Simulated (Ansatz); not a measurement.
Molecule: silicon monosulfide, SiS, net charge 0, singlet state. 
Geometry from a B3LYP-D3(BJ)/def2-TZVP (Ansatz, a quantum-chemistry and plane-wave program) optimisation:
SMILES: [Si]=S
```xyz
2

Si     0.0000     0.0000    -1.0336
S      0.0000     0.0000     0.9044
```
Charge 0, spin multiplicity 1.

PBE beside other levels, property by property. Valence correlation only, unless marked. Open shells are spin-unrestricted. Spin-orbit coupling is left out. Non-relativistic. CBS marks a two-point X^-3 extrapolation of the correlation energy; Hartree-Fock from the larger set (for Q and 5 zeta extrapolated as (X+1)exp(-9√X)). Atomisation energies are electronic, to ground-state atoms; the column to compare with has the core term from cc-pwCVTZ added, other frozen-core levels have none. Vertical energies are electronic, to the SCF solution reached for that spin. Anions need diffuse functions, of which def2-TZVPD holds fewer than the aug- sets. The coupled-cluster column (Ansatz) is a level with limits of its own: (a) CCSD(T)/CBS(aug-cc-pV(T+d)Z,aug-cc-pV(Q+d)Z); (b) CCSD(T)/CBS(cc-pV(Q+d)Z,cc-pV(5+d)Z).

| property | PBE/def2-TZVPD (Ansatz) | r2SCAN/def2-TZVPD (Ansatz) | CCSD(T)/aug-cc-pV(D+d)Z (Ansatz) | CCSD(T)/aug-cc-pV(T+d)Z (Ansatz) | coupled cluster |
|---|---|---|---|---|---|
| vertical electron affinity to the doublet (eV) | 0.40 | 0.49 | 0.19 | 0.35 | 0.43 (a) |
| atomisation energy (kcal/mol) | 149.5 | 145.6 | 131.3 | 139.7 | 147.7 (b) |

As the rows show:
- vertical electron affinity to the doublet: PBE lies 0.03 eV below coupled cluster.
- atomisation energy: PBE lies 1.8 kcal/mol above coupled cluster.
